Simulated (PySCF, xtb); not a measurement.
Al(F)(Et)(NH2) (C₂H₇AlFN), SMILES C[CH2][Al]([NH2])[F].

GFN2-xTB (xtb) at its own geometry gives an orbital gap of 4.27 eV and a dipole moment of 2.73 D.

Geometry: B3LYP-D3(BJ)/def2-SVP. The structure was generated by enumeration; whether it is a known compound was not checked. Other conformers were not sampled.

Task: What does HF/def2-TZVP (PySCF) give? (An estimate is asked for; the answer gives what the named calculation found.)

Result: gap 13.55 eV (levels -10.99 and 2.56 eV), dipole 2.20 D.
